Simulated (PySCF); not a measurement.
Atom-mapped SMILES (the numbers label the heavy atoms): `[CH3:1][Si:2]([CH3:3])([CH3:4])[CH3:5]`; H(Xn) means a hydrogen on atom n.

Geometry: GFN2-xTB; GIAO absolute shieldings from PySCF 2.14, gas phase, non-relativistic, averaged over equivalent atoms.

At OPBE/6-31G* (98 basis functions, about 9 core-seconds):
```
                  atoms  σ (ppm)
            C1/C3/C4/C5    196.2
                    Si2    402.4
H(C1)/H(C3)/H(C4)/H(C5)    32.39
```

What do these become at CAM-B3LYP/6-31G*?

## Answers


```json
{"atoms": "C1/C3/C4/C5", "σ at CAM-B3LYP/6-31G*": "195.1", "change": "-1.1"}
{"atoms": "Si2", "σ at CAM-B3LYP/6-31G*": "417.5", "change": "+15.1"}
{"atoms": "H(C1)/H(C3)/H(C4)/H(C5)", "σ at CAM-B3LYP/6-31G*": "32.47", "change": "+0.08"}
```

The largest change is at Si2 (silicon bonded to 4 C). Cost: 98 basis functions, about 8 core-seconds.
